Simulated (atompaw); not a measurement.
In PAW (atompaw): all-electron and pseudo phase curves

| Property | Result |
| --- | --- |
| Element | indium (In) |
| Generator | atompaw 4.2.0.5 |
| Type | PAW |
| Functional | PBE |
| Relativity | scalar-relativistic |
| Frozen core | [Kr] 4d10 |
| Valence charge | 3 |
| Reference configuration | 5s2 5p1 |
| Partial waves | 5s (bound); 5s channel at 2.1 Ry; 5p (bound); 5p channel at 4.6 Ry; 5d channel at 0.4 Ry; 5d channel at 1.3 Ry |
| Local potential | ultrasoft scheme with l = 3 at 1 Ry, radius 2.45 bohr |
| Core correction | smooth core density matched at 2.45 bohr |
| Augmentation charge | sinc compensation charge, radius 2.55 bohr; PAW radius 2.90 bohr; waves and projectors: bloechl |

The phase is arctan(r·u′/u) with u = r·R(r), unwrapped; energies in Ry, scanned from -3 to 5 Ry. A pole is an energy at which the radial function vanishes at the test radius. The pseudo phase is shifted by a multiple of π to meet the all-electron one at the reference energy, and phase errors are pseudo minus all-electron; the curves can meet again beyond the range given. Levels narrower than the energy grid can be missing from the lists of poles.

For each channel, where are the poles, and over which energies does the pseudopotential scatter like the atom?

```json
{"channel": "s", "radius (bohr)": "2.92", "reference energy (Ry)": "-0.60", "poles, all-electron": "0.34", "poles, pseudo": "0.34, 2.98", "unbroken range about the reference energy with phases within 0.05 rad": "below 2.7", "phase error 1 Ry above the reference energy (rad)": "-0.001"}
{"channel": "p", "radius (bohr)": "2.92", "reference energy (Ry)": "-0.19", "poles, all-electron": "1.38", "poles, pseudo": "1.37", "unbroken range about the reference energy with phases within 0.05 rad": "the whole range", "phase error 1 Ry above the reference energy (rad)": "-0.002"}
{"channel": "d", "radius (bohr)": "2.92", "reference energy (Ry)": "0.40", "poles, all-electron": "-1.32, 3.29", "poles, pseudo": "-0.53, 3.46", "unbroken range about the reference energy with phases within 0.05 rad": "-0.4 to 4.4", "phase error 1 Ry above the reference energy (rad)": "+0.000"}
```

Note: ghost state, extra bound levels that the all-electron valence spectrum of the same l lacks: d at -7.7 eV. A true bound ghost makes a file unfit for plane-wave use.

Phases in the d channel:

```json
{"E (Ry)": "-3.00", "all-electron": "1.371", "pseudo": "1.382"}
{"E (Ry)": "-2.76", "all-electron": "1.362", "pseudo": "1.375"}
{"E (Ry)": "-2.52", "all-electron": "1.351", "pseudo": "1.366"}
{"E (Ry)": "-2.28", "all-electron": "1.336", "pseudo": "1.357"}
{"E (Ry)": "-2.04", "all-electron": "1.316", "pseudo": "1.347"}
{"E (Ry)": "-1.80", "all-electron": "1.282", "pseudo": "1.334"}
{"E (Ry)": "-1.56", "all-electron": "1.177", "pseudo": "1.319"}
{"E (Ry)": "-1.32", "all-electron": "-1.568", "pseudo": "1.301"}
{"E (Ry)": "-1.08", "all-electron": "-1.776", "pseudo": "1.277"}
{"E (Ry)": "-0.84", "all-electron": "-1.828", "pseudo": "1.238"}
{"E (Ry)": "-0.60", "all-electron": "-1.869", "pseudo": "0.918"}
{"E (Ry)": "-0.36", "all-electron": "-1.912", "pseudo": "-1.888"}
{"E (Ry)": "-0.12", "all-electron": "-1.966", "pseudo": "-1.961"}
{"E (Ry)": "0.12", "all-electron": "-2.040", "pseudo": "-2.039"}
{"E (Ry)": "0.36", "all-electron": "-2.152", "pseudo": "-2.151"}
{"E (Ry)": "0.60", "all-electron": "-2.337", "pseudo": "-2.337"}
{"E (Ry)": "0.84", "all-electron": "-2.678", "pseudo": "-2.677"}
{"E (Ry)": "1.08", "all-electron": "-3.252", "pseudo": "-3.252"}
{"E (Ry)": "1.32", "all-electron": "-3.830", "pseudo": "-3.830"}
{"E (Ry)": "1.56", "all-electron": "-4.175", "pseudo": "-4.174"}
{"E (Ry)": "1.80", "all-electron": "-4.363", "pseudo": "-4.361"}
{"E (Ry)": "2.04", "all-electron": "-4.475", "pseudo": "-4.472"}
{"E (Ry)": "2.28", "all-electron": "-4.550", "pseudo": "-4.545"}
{"E (Ry)": "2.52", "all-electron": "-4.604", "pseudo": "-4.597"}
{"E (Ry)": "2.76", "all-electron": "-4.645", "pseudo": "-4.636"}
{"E (Ry)": "3.00", "all-electron": "-4.678", "pseudo": "-4.667"}
{"E (Ry)": "3.24", "all-electron": "-4.707", "pseudo": "-4.692"}
{"E (Ry)": "3.48", "all-electron": "-4.732", "pseudo": "-4.714"}
{"E (Ry)": "3.72", "all-electron": "-4.756", "pseudo": "-4.733"}
{"E (Ry)": "3.96", "all-electron": "-4.780", "pseudo": "-4.750"}
{"E (Ry)": "4.20", "all-electron": "-4.804", "pseudo": "-4.767"}
{"E (Ry)": "4.44", "all-electron": "-4.830", "pseudo": "-4.782"}
{"E (Ry)": "4.68", "all-electron": "-4.860", "pseudo": "-4.797"}
{"E (Ry)": "4.92", "all-electron": "-4.895", "pseudo": "-4.812"}
```
